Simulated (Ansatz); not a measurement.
A geometry relaxed with Ansatz (a quantum-chemistry and plane-wave program) with CAM-B3LYP-D3(BJ)/def2-TZVP, charge 0, multiplicity 1:

```xyz
5

Si     0.0000     0.1428     0.0111
Cl    -1.6723    -1.0243    -0.0776
H     -0.0015     1.0469    -1.1445
Cl     1.6727    -1.0234    -0.0812
H      0.0011     0.8580     1.2922
```

Question: Write the SMILES of this molecule.

Answer: `Cl[SiH2]Cl`
